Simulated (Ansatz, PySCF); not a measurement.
The pair A = NH3 (SMILES N) (first 4 atoms), B = COS (SMILES O=C=S); geometry from B3LYP-D3(BJ)/def2-TZVP.
(charge 0, multiplicity 1):
```
atom    x (Å)    y (Å)    z (Å)
----  -------  -------  -------
N      0.0814  -0.0846   0.0266
H      0.7166   0.6971  -0.0873
H      0.5014  -0.8862  -0.4297
H     -0.7699   0.1382  -0.4762
O      1.1939   1.0150   2.8068
C      0.4173   0.2331   3.1546
S     -0.6220  -0.8134   3.6674
```

Frozen-core correlation. CBS(a, b) extrapolates the correlation energy as X⁻³ and adds the Hartree–Fock energy of set b. MP2 and its Hartree–Fock in aug-cc-pV(T+d)Z are density fitted.

The values were computed with Ansatz (a program for electronic structure); PySCF for the dispersion terms. Each number belongs to the level named beside it.

The monomers are drawn apart, rigid, along the line of their centres of mass. Counterpoise-corrected interaction energies (kcal/mol):

```tsv
level	R = 4.638 Å	R = 5.902 Å
PBE/def2-TZVPPD	-0.4635	-0.1064
PBE-D3(BJ)/def2-TZVPPD	-0.6748	-0.1608
wB97M-V/def2-TZVPPD	-0.6234	-0.1616
MP2/CBS(aug-cc-pV(D+d)Z, aug-cc-pV(T+d)Z) + ΔCCSD(T)/aug-cc-pV(D+d)Z	-0.5997	-0.1493
```

### Question
R is the distance of the centres of mass. Find the local exponent m of E ∝ R⁻ᵐ between the two points.

### Answer

m = ln(E₁/E₂)/ln(R₂/R₁): PBE/def2-TZVPPD 6.1; PBE-D3(BJ)/def2-TZVPPD 5.9; wB97M-V/def2-TZVPPD 5.6; MP2/CBS(aug-cc-pV(D+d)Z, aug-cc-pV(T+d)Z) + ΔCCSD(T)/aug-cc-pV(D+d)Z 5.8. For scale, two fixed dipoles give m = 3, dipole and quadrupole 4, quadrupoles 5, and dispersion or dipole-induced dipole 6 at long range; at these distances several terms mix, and what is left of overlap and damping shifts m, so it need not match one of them.
